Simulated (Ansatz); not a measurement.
Geometry optimisation, Ansatz, RHF/def2-mTZVP.

input.yaml

```yaml
crystal:
  periodic: [false, false, false]
  atoms:
    - { symbol: Si, position_ang: [0.330445, 1.135024, 0.123002] }
    - { symbol: S, position_ang: [1.652192, -0.495075, 0.594083] }
    - { symbol: F, position_ang: [0.088989, 1.128263, -1.42664] }
    - { symbol: F, position_ang: [1.06424, 2.495075, 0.40361] }
    - { symbol: H, position_ang: [-0.900749, 1.125765, 0.884299] }
    - { symbol: H, position_ang: [-0.397001, -1.777492, -0.528227] }
    - { symbol: O, position_ang: [-1.278502, -1.415903, -0.458843] }
    - { symbol: H, position_ang: [1.056692, -0.804556, 1.751207] }
    - { symbol: H, position_ang: [-1.616306, -1.391201, -1.34249] }
basis:
  gaussian: { orbitals: def2-mTZVP }
hamiltonian:
  xc: hf
relax:
  f_tol: 0.03
  max_steps: 50
```

Run as:

```bash
$ ansatz run input.yaml --threads 2 --pin off --max-ram 3072MiB --backend cpu --events-out ev --progress --plain --runs-dir out
```

Q: Where does it end, and by what steps?

A: The run converged. The force dipped under the threshold on the way, but the program's further checks kept it going. After 8 steps the energy has fallen by 0.042 eV; H6 moved furthest, 0.37 Å.

```csv
step,energy less start (eV),largest force component (eV/Å),accepted
0,0.0000,0.538,yes
1,-0.0289,0.553,yes
2,0.0164,0.923,no
3,-0.0369,0.274,yes
4,-0.0384,0.284,yes
5,-0.0387,0.213,yes
6,-0.0402,0.238,yes
7,-0.0414,0.029,yes
8,-0.0418,0.030,yes
```

```xyz
9
Properties=species:S:1:pos:R:3
Si 0.391 1.147 0.153
S 1.782 -0.369 0.697
F 0.190 1.093 -1.402
F 1.011 2.565 0.424
H -0.863 1.069 0.874
H -0.592 -2.028 -0.723
O -1.349 -1.492 -0.529
H 1.197 -0.652 1.867
H -1.767 -1.333 -1.363
```

Time of the run: 18 s on 2 threads of AMD EPYC 7B13 (Zen 3), with other jobs on the host, peak memory 0.27 GiB.
